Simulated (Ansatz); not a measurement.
BGeH5OSi (`[GeH3][SiH]1BO1`). Charge 0, multiplicity 1. Geometry: relaxed with PBE0-D4/def2-TZVP.

```xyz
9

Ge   -1.134   -1.012    0.671
Si    0.264    0.833    0.148
B     1.849    0.754   -0.908
O     0.692    0.876   -1.565
H    -2.538   -0.838    0.068
H    -0.506   -2.304    0.126
H    -1.270   -1.129    2.198
H    -0.331    2.135    0.550
H     2.974    0.685   -1.288
```

Q: What is the dipole moment at ωB97M-V/def2-TZVPP? (An estimate is asked.)

A: The calculation gave: 1.13 D, with components (-0.06, -0.19, 1.12) D in this frame, pointing from negative to positive charge.

Q: And with PBE, r2SCAN, B3LYP? (An estimate is asked.)

A: Computed: PBE 0.89 D, r2SCAN 0.92 D, B3LYP 1.10 D.

Q: Give the Mulliken charges with ωB97M-V, PBE, B3LYP in def2-TZVPP. (Estimate.)

A: Ansatz gave: 
```json
{"atom": "Ge1", "ωB97M-V": "-0.08", "PBE": "0.02", "B3LYP": "0.01"}
{"atom": "Si2", "ωB97M-V": "0.17", "PBE": "0.14", "B3LYP": "0.18"}
{"atom": "B3", "ωB97M-V": "0.05", "PBE": "0.06", "B3LYP": "0.11"}
{"atom": "O4", "ωB97M-V": "-0.28", "PBE": "-0.20", "B3LYP": "-0.28"}
{"atom": "H5", "ωB97M-V": "0.02", "PBE": "0.00", "B3LYP": "0.00"}
{"atom": "H6", "ωB97M-V": "0.03", "PBE": "0.00", "B3LYP": "0.00"}
{"atom": "H7", "ωB97M-V": "0.02", "PBE": "0.00", "B3LYP": "0.00"}
{"atom": "H8", "ωB97M-V": "-0.02", "PBE": "-0.05", "B3LYP": "-0.06"}
{"atom": "H9", "ωB97M-V": "0.09", "PBE": "0.03", "B3LYP": "0.05"}
```

B3LYP here is the variant with VWN-RPA as its local correlation; programs differ in this.
